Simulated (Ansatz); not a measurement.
Mulliken charges of `[OH][Ga][Cl]` radical from r2SCAN/def2-TZVPP in Ansatz (PBE0-D4/def2-TZVP geometry).

```json
{"atom": "O1", "x (Å)": "1.201", "y (Å)": "-0.328", "z (Å)": "-0.342", "charge (e)": "-0.409"}
{"atom": "Ga2", "x (Å)": "-0.425", "y (Å)": "-0.919", "z (Å)": "0.123", "charge (e)": "0.493"}
{"atom": "Cl3", "x (Å)": "-1.965", "y (Å)": "0.552", "z (Å)": "0.555", "charge (e)": "-0.280"}
{"atom": "H4", "x (Å)": "1.244", "y (Å)": "0.634", "z (Å)": "-0.357", "charge (e)": "0.196"}
```

Problem. By hand: the dipole of these point charges (1 e Å = 4.8032 D).

Solution. Σ q r = (0.093, -0.349, -0.025) e Å, of length 0.362 e Å = 1.74 D.

Problem. How does the dipole of the full density compare? (Estimate.)

Solution. Ansatz gave: (0.067, -0.094, -0.018) e Å, 0.56 D; the point charges give 3.11 times that, at 21° from its direction.

Point charges leave out the atoms' own dipoles, such as those of lone pairs, and Mulliken's split depends on the basis, so the two needn't agree.
